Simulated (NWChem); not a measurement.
System: C$_{2}$H$_{4}$O$_{3}$Si; SMILES [SiH]1(OC(=O)O1)C

```xyz
10

C     -0.7412     2.2290     0.0000
Si     0.4665     0.8240     0.0000
O      0.1227    -0.4711    -1.0993
C     -0.0896    -1.2976     0.0000
O     -0.3881    -2.4529     0.0000
O      0.1227    -0.4711     1.0993
H     -0.5918     2.8660    -0.8961
H     -1.7812     1.8486     0.0000
H     -0.5918     2.8660     0.8961
H      1.9034     1.2301     0.0000
```
Atoms are numbered in this order, from 1.

Results from NWChem. Pople sets run with spherical d functions. All runs use the structure optimised with PBE-D3(BJ)/def2-SVP. Atomic charges in e: unrestrained fits to the electrostatic potential beside Mulliken populations; buried atoms are poorly determined by the fit.

Question: Estimate the computed values for Hartree-Fock/6-31G*. Quantities: ESP C1; Mulliken C1; ESP Si2; Mulliken Si2; ESP O3; Mulliken O3; ESP C4; Mulliken C4; ESP O5; Mulliken O5; relative RMS misfit of the potential (%).

Answer: 
```json
{
 "ESP C1": "-0.53",
 "Mulliken C1": "-0.83",
 "ESP Si2": "1.22",
 "Mulliken Si2": "1.28",
 "ESP O3": "-0.66",
 "Mulliken O3": "-0.77",
 "ESP C4": "1.00",
 "Mulliken C4": "1.10",
 "ESP O5": "-0.57",
 "Mulliken O5": "-0.54",
 "relative RMS misfit of the potential (%)": "13"
}
```
